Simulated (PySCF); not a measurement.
C2H6AlCl, singlet, at a GFN2-xTB geometry (such geometries of metal compounds can be far from the true shape).

The PySCF input:
```python
from pyscf import gto, scf, dft

mol = gto.Mole()
mol.atom = '''
    Al    0.193368   -0.223623    0.204697
    C     2.048816   -0.632616   -0.398672
    H     2.555717   -1.370443    0.226104
    H     2.674934    0.265903   -0.407330
    H     2.059716   -1.014090   -1.425284
    C    -0.686717   -0.951157    1.838775
    H    -1.537920   -1.591820    1.585055
    H    -1.092588   -0.148577    2.463890
    H    -0.016870   -1.543138    2.465330
    Cl   -0.901727    1.047759   -0.953497
'''
mol.basis = '6-31+g*'
mol.charge = 0
mol.spin = 0
mol.verbose = 5
mol.build()

mf = dft.RKS(mol)
mf.xc = 'camb3lyp'
mf = mf.density_fit(auxbasis='def2-universal-jkfit')
mf.kernel()
mf.analyze()
```

Q: Predict the HOMO-LUMO gap from DF-CAMB3LYP/6-31+G* in PySCF.

A: 9.26 eV

Q: What is the computed nuclear repulsion energy (DF-CAMB3LYP/6-31+G*)?

A: 190.2672 Eh

Q: Give the dipole moment at the level DF-CAMB3LYP/6-31+G*.

A: 1.82 D

Q: Estimate the total energy that DF-CAMB3LYP/6-31+G* returns for this input.

A: -782.4665 Eh

Q: What HOMO energy does DF-CAMB3LYP/6-31+G* give?

A: -9.16 eV

Q: Give the number of basis functions at the level DF-CAMB3LYP/6-31+G*.

A: 92
